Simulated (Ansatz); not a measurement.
Geometry optimisation, Ansatz, RKS PBE0-D4/6-31G.

Input:

```yaml
crystal:
  periodic: [false, false, false]
  atoms:
    - { symbol: C, position_ang: [-1.1385, 0.4108, 1.1232] }
    - { symbol: Si, position_ang: [-0.0769, 0.7654, -0.3369] }
    - { symbol: C, position_ang: [0.9518, -0.7023, -0.7924] }
    - { symbol: "N", position_ang: [1.0004, -1.8056, -0.1292] }
    - { symbol: Cl, position_ang: [2.0786, -0.6135, -2.1052] }
    - { symbol: H, position_ang: [-1.7899, 1.3558, 1.3384] }
    - { symbol: H, position_ang: [-0.5826, 0.2065, 2.0101] }
    - { symbol: H, position_ang: [-1.8335, -0.3562, 0.9032] }
    - { symbol: H, position_ang: [0.7819, 1.9687, 0.0174] }
    - { symbol: H, position_ang: [-0.9138, 1.1781, -1.472] }
    - { symbol: H, position_ang: [1.5876, -2.4646, -0.5359] }
basis:
  gaussian: { orbitals: "6-31G" }
hamiltonian:
  xc: pbe0
  dispersion: d4
relax:
  f_tol: 0.02
  max_steps: 40
scf:
  lower_state_search: "off"
output:
  orbitals: {}
```

Run as:

```bash
$ ansatz run input.yaml --threads 1 --pin off --max-ram 2048MiB --backend cpu --events-out ev --progress --plain --runs-dir out
```

Task: Where does it end, and by what steps?

Result: It converged. Limits of this set-up: no polarisation functions. After 6 steps the energy has fallen by 0.729 eV; Cl5 moved furthest, 0.24 Å.

| step | energy less start (eV) | largest force component (eV/Å) | accepted |
| --- | --- | --- | --- |
| 0 | 0.0000 | 2.952 | yes |
| 1 | -0.4878 | 2.454 | yes |
| 2 | -0.5751 | 2.482 | yes |
| 3 | -0.7002 | 0.840 | yes |
| 4 | -0.7036 | 0.351 | yes |
| 5 | -0.7284 | 0.075 | yes |
| 6 | -0.7289 | 0.017 | yes |

```xyz
11
Properties=species:S:1:pos:R:3
C -1.197 0.436 1.145
Si -0.084 0.845 -0.335
C 0.964 -0.708 -0.734
N 0.972 -1.778 -0.090
Cl 2.054 -0.450 -2.286
H -1.802 1.302 1.430
H -0.586 0.134 2.000
H -1.864 -0.394 0.895
H 0.893 1.948 -0.052
H -0.851 1.171 -1.581
H 1.567 -2.561 -0.371
```

The run took 69 s on 1 CPU thread of a shared host.
